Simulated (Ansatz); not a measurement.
Calculated with Ansatz (gas phase, PBE0-D4/def2-TZVP geometries, no zero-point term in ΔE). CBS: MP2 limit from def2 TZ/QZ plus the TZ coupled-cluster correction, frozen cores. This one scheme is used for every species. Functionals use def2-TZVPP. Each species was taken in one conformer, which may not be the lowest.

Reaction (redistribution): `[CH3][AlH][C]#N` + `N[Si]1(F)C=N1` → `[CH3][Al]([F])[C]#N` + `N[SiH]1C=N1`

```
              species  PBE-QIDH energy (Eh)
    `[CH3][AlH][C]#N`            -375.46774
      `N[Si]1(F)C=N1`            -538.40578
`[CH3][Al]([F])[C]#N`            -474.74493
        `N[SiH]1C=N1`            -439.14784
```

Q: Work out ΔE.

A: ΔE = (-474.74493) + (-439.14784) − (-375.46774) − (-538.40578) = -0.01925 Eh = -50.5 kJ/mol. CCSD(T)/CBS gives -53.2 kJ/mol.

Largest T1 diagnostic among the species: 0.013.

From BLYP to BHLYP (50 % exact exchange), in def2-TZVPP and without D4, ΔE moves by +11.2 kJ/mol. In def2-TZVPP, CCSD(T) changes the Hartree–Fock value by −13.7 kJ/mol (the triples alone add −2.1 kJ/mol) and MP2 by −16.7 kJ/mol. At CCSD(T), def2-SVP lies −15.8 kJ/mol from the extrapolated value and def2-TZVPP +0.6 kJ/mol.
